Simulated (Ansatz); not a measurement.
Sr2O3⁻. Total charge -1; quartet. Geometry PBE0-D4/def2-SVPD; atoms count from 1.

Cartesian coordinates in Å:
```
Sr 1.076 -0.803 -1.293
Sr -0.468 1.426 1.106
O -0.474 -1.125 0.741
O -1.257 -0.646 -0.208
O 1.122 1.149 -0.345
```

In the def2 sets Sr takes a core potential; there is no spin–orbit coupling. The structure holds 1 bond(s) between oxygen atoms. The highest occupied level of the charge -1 quartet lies above zero (up to 0.08 eV). It is a level of α spin, whose loss leaves a triplet; that state wasn't run at this geometry and level. The electron is either unbound and held by the finite basis, or the level is raised by self-interaction error. At PBE0-D4/def2-TZVPD a doublet of charge -1 lies 1.18 eV below the quartet, each at its own geometry. The structure comes from a short search, and lower isomers may exist.

(1) Estimate the Mulliken populations from the PBE0/def2-TZVPD orbitals of Ansatz.

(2) Where does the spin sit?

(3) And the Mayer bond orders between bonded heavy atoms (over 0.3)?

Answers

(1) 
```tsv
atom	charge (e)	spin (α − β)
Sr1	0.78	1.04
Sr2	0.78	1.04
O3	-0.50	0.46
O4	-0.50	0.46
O5	-1.58	0.01
```
Mulliken values and Mayer orders depend strongly on the basis. With diffuse functions, as here, like atoms can get unlike values, and bond orders can come out too low or too high.

(2) Summed by element: Sr 2.08, O 0.92, of 3 unpaired in all. Largest on single atoms: Sr1 1.04, Sr2 1.04, O4 0.46.

(3) Sr1–Sr2 0.93 (3.62 Å); O3–O4 0.79 (1.32 Å).
